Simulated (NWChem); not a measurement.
Molecule: TeF$_{2}$; SMILES F[Te]F

Results from NWChem. Geometry: optimised at PBE0/def2-SVP. No frequency run checked for a minimum. def2 effective core potentials on Te; no spin-orbit coupling. Ions are spin-unrestricted doublets at the neutral geometry; other ion states weren't tried.

For level PBE/def2-SVP:

vertical ionisation energy, ΔSCF (eV): 8.91
−ε(HOMO) (eV): 5.27

Q: How do the values read with level PBE0/def2-SVP instead?

A: 
| Property | Result |
|---|---|
| vertical ionisation energy, ΔSCF (eV) | 9.25 |
| −ε(HOMO) (eV) | 6.63 |
